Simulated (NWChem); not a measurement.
Everything below was run with NWChem. System: H₃OSi, charge 0, spin multiplicity 2, at a geometry optimised with UPBE/def2-SVP. The structure started from a generated list of species. Its SCF solution wasn't tested for a lower state. Level: UHF/def2-TZVP.

The NWChem input:

```
start mol
memory heap 200 mb stack 900 mb global 1100 mb
geometry units angstroms nocenter noautoz
  O     -0.061919     1.193636     0.000000
  Si     0.005330    -0.473775     0.000000
  H      1.519140    -0.656815     0.000000
  H     -0.549205    -1.129711    -1.238326
  H     -0.549205    -1.129711     1.238326
  symmetry group Cs
end
basis spherical
  * library def2-tzvp
end
scf
  uhf
  nopen 1
  maxiter 100
  thresh 1e-7
  semidirect memsize 60000000 filesize 0
  # guess.movecs holds the orbitals of an unrestricted PBE0 run
  vectors input guess.movecs output mol.movecs
end
task scf energy
```

Output (cleaned and shortened):

```
             Northwest Computational Chemistry Package (NWChem) 7.3.0
             --------------------------------------------------------

                                NWChem Input Module
                                -------------------

 Scaling coordinates for geometry "geometry" by  1.889725989
 (inverse scale =  0.529177249)

 Turning off AUTOSYM since
 SYMMETRY directive was detected!

                             Geometry "geometry" -> ""
                             -------------------------

 Output coordinates in angstroms (scale by  1.889725989 to convert to a.u.)

  No.       Tag          Charge          X              Y              Z
 ---- ---------------- ---------- -------------- -------------- --------------
    1 O                    8.0000    -0.06191900     1.19363600     0.00000000
    2 Si                  14.0000     0.00533000    -0.47377500     0.00000000
    3 H                    1.0000     1.51914000    -0.65681500     0.00000000
    4 H                    1.0000    -0.54920500    -1.12971100    -1.23832600
    5 H                    1.0000    -0.54920500    -1.12971100     1.23832600

 Effective nuclear repulsion energy (a.u.)      55.7523259904

            Nuclear Dipole moment (a.u.)
            ----------------------------
        X                 Y               Z
 ---------------- ---------------- ----------------
    -0.0000037795     0.0000018897     0.0000000000

      Symmetry information
      --------------------

 Group name             Cs
 Group number              2
 Group order               2
 No. of unique centers     4

      Symmetry unique atoms

     1    2    3    4


 Summary of "ao basis" -> "" (spherical)
 ------------------------------------------------------------------------------
       Tag                 Description            Shells   Functions and Types
 ---------------- ------------------------------  ------  ---------------------
 *                         def2-tzvp                  on all atoms

 Summary of "ao basis" -> "ao basis" (spherical)
 ------------------------------------------------------------------------------
       Tag                 Description            Shells   Functions and Types
 ---------------- ------------------------------  ------  ---------------------
 O                         def2-tzvp                11       31   5s3p2d1f
 Si                        def2-tzvp                13       37   5s5p2d1f
 H                         def2-tzvp                 4        6   3s1p

                                 NWChem SCF Module
                                 -----------------

  ao basis        = "ao basis"
  functions       =    86
  atoms           =     5
  alpha electrons =    13
  beta  electrons =    12
  charge          =   0.00
  wavefunction    = UHF
  use symmetry    = T
  symmetry adapt  = T

 Summary of "ao basis" -> "ao basis" (spherical)
 ------------------------------------------------------------------------------
       Tag                 Description            Shells   Functions and Types
 ---------------- ------------------------------  ------  ---------------------
 O                         def2-tzvp                11       31   5s3p2d1f
 Si                        def2-tzvp                13       37   5s5p2d1f
 H                         def2-tzvp                 4        6   3s1p

      Symmetry analysis of basis
      --------------------------

        a'         57
        a"         29

 Forming initial guess at       0.1s

   Symmetry analysis of molecular orbitals - initial alpha
   -------------------------------------------------------

  Numbering of irreducible representations:

     1 a'          2 a"

  Orbital symmetries:

     1 a'          2 a'          3 a'          4 a'          5 a'
     6 a"          7 a'          8 a'          9 a'         10 a'
    11 a"         12 a'         13 a"         14 a'         15 a'
    16 a'         17 a"         18 a'         19 a"         20 a'
    21 a"         22 a'         23 a'

   Symmetry analysis of molecular orbitals - initial beta
   ------------------------------------------------------

  Numbering of irreducible representations:

     1 a'          2 a"

  Orbital symmetries:

     1 a'          2 a'          3 a'          4 a'          5 a'
     6 a"          7 a'          8 a'          9 a"         10 a'
    11 a'         12 a"         13 a'         14 a'         15 a'
    16 a'         17 a"         18 a'         19 a"         20 a'
    21 a"         22 a'         23 a'

 Starting SCF solution at       0.1s

 ----------------------------------------------
         Quadratically convergent UHF

 Convergence threshold     :          1.000E-07
 Maximum no. of iterations :          100
 Integral*density screening:          1.000E-09
 ----------------------------------------------

              iter       energy          gnorm     gmax       time
             ----- ------------------- --------- --------- --------
                 1     -365.5391020516  5.76D-01  2.03D-01      1.7
                 2     -365.5608803276  1.46D-01  5.84D-02      2.0
                 3     -365.5624348010  1.17D-02  6.44D-03      2.3
                 4     -365.5625324956  2.29D-04  1.02D-04      3.2
                 5     -365.5625325171  4.76D-08  2.15D-08      4.6

       Final UHF  results
       ------------------

         Total SCF energy =   -365.562532517079
      One electron energy =   -616.965005137724
      Two electron energy =    195.650146630291
 Nuclear repulsion energy =     55.752325990354

                       Sz =      0.5000
[...]
          Final beta eigenvalues
          ----------------------

              1
    1  -68.8134
    2  -20.5889
    3   -6.1594
    4   -4.2668
    5   -4.2660
    6   -4.2653
    7   -1.2149
    8   -0.7161
    9   -0.5554
   10   -0.5530
   11   -0.4893
   12   -0.4670
   13    0.0490
   14    0.1101
   15    0.1725
   16    0.1746
   17    0.1755
   18    0.2705
   19    0.2710
   20    0.3181
   21    0.3615
   22    0.3744
   23    0.4060

                    UHF Final Alpha Molecular Orbital Analysis
                    ------------------------------------------

 Vector   11  Occ=1.000000D+00  E=-5.861026D-01  Symmetry=a"
              MO Center= -1.0D-01,  8.2D-01, -2.9D-16, r^2= 1.4D+00
   Bfn.  Coefficient  Atom+Function         Bfn.  Coefficient  Atom+Function
  ----- ------------  ---------------      ----- ------------  ---------------
     8      0.419751  1 O  pz                11      0.384716  1 O  pz
    14      0.215984  1 O  pz                48      0.154490  2 Si pz

 Vector   12  Occ=1.000000D+00  E=-4.832836D-01  Symmetry=a'
              MO Center=  6.8D-01, -6.3D-01,  1.5D-14, r^2= 2.1D+00
   Bfn.  Coefficient  Atom+Function         Bfn.  Coefficient  Atom+Function
  ----- ------------  ---------------      ----- ------------  ---------------
    46      0.289938  2 Si px                70      0.284880  3 H  s
    71      0.183538  3 H  s                 69      0.163483  3 H  s

 Vector   13  Occ=1.000000D+00  E=-4.819042D-01  Symmetry=a"
              MO Center= -3.6D-01, -6.6D-01, -3.2D-14, r^2= 2.5D+00
   Bfn.  Coefficient  Atom+Function         Bfn.  Coefficient  Atom+Function
  ----- ------------  ---------------      ----- ------------  ---------------
    48      0.267695  2 Si pz                76     -0.218035  4 H  s
    82      0.218035  5 H  s                  8     -0.204851  1 O  pz
    11     -0.185578  1 O  pz

 Vector   14  Occ=0.000000D+00  E= 1.029537D-01  Symmetry=a'
              MO Center= -3.0D-01, -5.4D-01, -6.4D-14, r^2= 5.2D+00
   Bfn.  Coefficient  Atom+Function         Bfn.  Coefficient  Atom+Function
  ----- ------------  ---------------      ----- ------------  ---------------
    50      1.212930  2 Si py                 5     -0.915705  1 O  s
    49     -0.690627  2 Si px                71      0.679307  3 H  s
    13      0.231345  1 O  py                47      0.194727  2 Si py

 Vector   15  Occ=0.000000D+00  E= 1.497449D-01  Symmetry=a'
              MO Center= -4.2D-01, -5.5D-01, -2.9D-13, r^2= 5.4D+00
   Bfn.  Coefficient  Atom+Function         Bfn.  Coefficient  Atom+Function
  ----- ------------  ---------------      ----- ------------  ---------------
    49      1.775694  2 Si px                71     -1.213945  3 H  s
    77      1.010293  4 H  s                 83      1.010293  5 H  s
    50      0.956156  2 Si py                 5     -0.457702  1 O  s
    36     -0.338781  2 Si s                 12     -0.227641  1 O  px

 Vector   16  Occ=0.000000D+00  E= 1.731069D-01  Symmetry=a'
              MO Center= -5.8D-02, -1.1D+00, -7.0D-15, r^2= 5.8D+00
   Bfn.  Coefficient  Atom+Function         Bfn.  Coefficient  Atom+Function
  ----- ------------  ---------------      ----- ------------  ---------------
    36      2.588597  2 Si s                 71     -1.536082  3 H  s
    77     -1.281136  4 H  s                 83     -1.281136  5 H  s
    49      0.412065  2 Si px                35      0.409929  2 Si s
     5     -0.404678  1 O  s                 34     -0.253414  2 Si s
    47     -0.190971  2 Si py                13      0.173539  1 O  py

                     UHF Final Beta Molecular Orbital Analysis
                     -----------------------------------------

 Vector   10  Occ=1.000000D+00  E=-5.530132D-01  Symmetry=a"
              MO Center= -1.6D-01,  4.3D-01, -3.6D-15, r^2= 2.0D+00
   Bfn.  Coefficient  Atom+Function         Bfn.  Coefficient  Atom+Function
  ----- ------------  ---------------      ----- ------------  ---------------
     8      0.350996  1 O  pz                11      0.323668  1 O  pz
    48      0.216762  2 Si pz                14      0.200521  1 O  pz

 Vector   11  Occ=1.000000D+00  E=-4.892858D-01  Symmetry=a'
              MO Center=  7.1D-01, -6.2D-01, -3.0D-13, r^2= 2.0D+00
   Bfn.  Coefficient  Atom+Function         Bfn.  Coefficient  Atom+Function
  ----- ------------  ---------------      ----- ------------  ---------------
    46      0.324905  2 Si px                70      0.266967  3 H  s
    71      0.160457  3 H  s                 69      0.157936  3 H  s

 Vector   12  Occ=1.000000D+00  E=-4.669931D-01  Symmetry=a"
              MO Center= -3.0D-01, -2.9D-01,  7.9D-15, r^2= 2.7D+00
   Bfn.  Coefficient  Atom+Function         Bfn.  Coefficient  Atom+Function
  ----- ------------  ---------------      ----- ------------  ---------------
     8      0.281316  1 O  pz                11      0.256785  1 O  pz
    48     -0.224969  2 Si pz                76      0.193926  4 H  s
    82     -0.193926  5 H  s                 14      0.183560  1 O  pz

 Vector   13  Occ=0.000000D+00  E= 4.903616D-02  Symmetry=a'
              MO Center= -2.1D-01,  6.5D-01,  1.3D-13, r^2= 2.5D+00
   Bfn.  Coefficient  Atom+Function         Bfn.  Coefficient  Atom+Function
  ----- ------------  ---------------      ----- ------------  ---------------
    49      0.680121  2 Si px                71     -0.658376  3 H  s
    77      0.319634  4 H  s                 83      0.319634  5 H  s
    12      0.309930  1 O  px                 6      0.273596  1 O  px
     9      0.238352  1 O  px                36     -0.179783  2 Si s

 Vector   14  Occ=0.000000D+00  E= 1.100867D-01  Symmetry=a'
              MO Center=  4.4D-02, -5.3D-01,  6.7D-14, r^2= 5.3D+00
   Bfn.  Coefficient  Atom+Function         Bfn.  Coefficient  Atom+Function
  ----- ------------  ---------------      ----- ------------  ---------------
    50      1.370218  2 Si py                 5     -0.971569  1 O  s
    71      0.421043  3 H  s                 77      0.373687  4 H  s
    83      0.373687  5 H  s                 49     -0.329497  2 Si px
    13      0.216385  1 O  py                47      0.186708  2 Si py

 Vector   15  Occ=0.000000D+00  E= 1.725136D-01  Symmetry=a'
              MO Center= -4.4D-01, -4.4D-01,  2.6D-12, r^2= 5.1D+00
   Bfn.  Coefficient  Atom+Function         Bfn.  Coefficient  Atom+Function
  ----- ------------  ---------------      ----- ------------  ---------------
    49      1.644619  2 Si px                77      1.168212  4 H  s
    83      1.168212  5 H  s                 36     -0.834934  2 Si s
    71     -0.768903  3 H  s                 50      0.743250  2 Si py
    12     -0.425662  1 O  px                 5     -0.243013  1 O  s
     6     -0.165509  1 O  px                57     -0.166309  2 Si d -2

 center of mass
 --------------
 x =  -0.01677800 y =   0.11654233 z =   0.00000000

 moments of inertia (a.u.)
 ------------------
         124.945133417367           3.507089216038           0.000000000000
           3.507089216038          21.723257991143           0.000000000000
           0.000000000000           0.000000000000         124.592778352190

  Mulliken analysis of the total density
  --------------------------------------

    Atom       Charge   Shell Charges
 -----------   ------   -------------------------------------------------------
    1 O    8     8.36   0.79  1.18  0.59  1.00  0.32  1.76  1.91  0.78  0.00  0.01  0.00
    2 Si  14    13.50   2.00  0.58  1.39  0.80  0.35  4.12  1.73  0.52  1.29  0.27  0.18  0.22  0.05
    3 H    1     1.04   0.23  0.56  0.24  0.01
    4 H    1     1.05   0.24  0.56  0.24  0.01
    5 H    1     1.05   0.24  0.56  0.24  0.01

  Mulliken analysis of the alpha density
  --------------------------------------

    Atom       Charge   Shell Charges
 -----------   ------   -------------------------------------------------------
    1 O    8     4.68   0.40  0.59  0.31  0.51  0.15  1.10  1.18  0.44  0.00  0.01  0.00
    2 Si  14     6.72   1.00  0.29  0.70  0.39  0.17  2.06  0.86  0.25  0.62  0.12  0.10  0.12  0.03
    3 H    1     0.55   0.12  0.30  0.13  0.00
    4 H    1     0.53   0.12  0.28  0.12  0.00
    5 H    1     0.53   0.12  0.28  0.12  0.00

   Mulliken analysis of the beta density
   -------------------------------------

    Atom       Charge   Shell Charges
 -----------   ------   -------------------------------------------------------
    1 O    8     3.68   0.40  0.59  0.29  0.49  0.17  0.66  0.74  0.34  0.00  0.01  0.00
    2 Si  14     6.78   1.00  0.29  0.70  0.40  0.18  2.06  0.86  0.27  0.66  0.14  0.09  0.10  0.02
    3 H    1     0.49   0.11  0.26  0.11  0.00
    4 H    1     0.52   0.12  0.28  0.12  0.00
    5 H    1     0.52   0.12  0.28  0.12  0.00

   Mulliken analysis of the spin density
   -------------------------------------

    Atom       Charge   Shell Charges
 -----------   ------   -------------------------------------------------------
    1 O    8     1.00   0.00 -0.00  0.02  0.02 -0.02  0.44  0.44  0.10 -0.00  0.00 -0.00
    2 Si  14    -0.07  -0.00 -0.00  0.00 -0.01 -0.01 -0.00  0.00 -0.01 -0.04 -0.02  0.01  0.01  0.01
    3 H    1     0.06   0.01  0.03  0.01 -0.00
    4 H    1     0.01   0.00  0.00  0.00 -0.00
    5 H    1     0.01   0.00  0.00  0.00 -0.00

       Multipole analysis of the density wrt the origin
       ------------------------------------------------

     L   x y z        total         alpha         beta         nuclear
     -   - - -        -----         -----         ----         -------
     0   0 0 0     -0.000000    -13.000000    -12.000000     25.000000

     1   1 0 0     -0.154436     -0.066374     -0.088059     -0.000004
     1   0 1 0     -0.565911     -1.321567      0.755655      0.000002
     1   0 0 1      0.000000      0.000000      0.000000      0.000000

     2   2 0 0    -14.721554    -13.356825    -11.871186     10.506457
     2   1 1 0     -0.098148      0.918142      0.353324     -1.369614
     2   1 0 1      0.000000      0.000000      0.000000      0.000000
     2   0 2 0    -16.875905    -42.319308    -37.137761     62.581165
     2   0 1 1     -0.000000      0.000000     -0.000000      0.000000
     2   0 0 2    -15.562395    -13.369707    -13.144794     10.952106

 Task  times  cpu:        4.7s     wall:        4.7s

 Total times  cpu:        4.8s     wall:        4.8s
```
